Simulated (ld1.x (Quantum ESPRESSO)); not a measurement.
## Ranking TM potentials for hafnium

All share these settings but for the change named:

ld1.x (Quantum ESPRESSO) 7.5 input, shortened:

```
&input
   title='Hf', zed=72., rel=1, dft='PZ', iswitch=3,
   config='[Xe] 4f14 5d2 6s1.5 6p0.5'
 /
 &inputp
   pseudotype=2, tm=.true., lloc=0,
   nlcc=.true., rcore=1.70
 /
3
6P  2  1   0.50   0.00  3.00  3.00  0.0
5D  3  2   2.00   0.00  2.75  2.75  0.0
6S  1  0   1.50   0.00  2.30  2.30  0.0
 &test
   configts(1)='5d2 6s1.5 6p0.5'
 /
```

Cutoff: the first of the cutoffs (Ry, on a coarse ladder) from which the occupation-weighted sum of valence levels, in a spherical-Bessel basis at the reference potential, stays within 10 and 1 mRy of its value at 400 Ry; the density cutoff is not measured.

The base gives 21 Ry.

Of 6 variants that were run, those that failed, showed a ghost or another fault, or gave nearly equal values are left out.

A variant can come out equal or close to the base.

Question: Rank these variants from softest to hardest (loose cutoff).
A. reference 5d1 6s0 6p0
B. wave 5d (bound): rc 2.75 bohr becomes 5d (bound): rc 2.12 bohr
C. functional PBE

Answer: A (18 Ry), C (21 Ry), B (25 Ry).
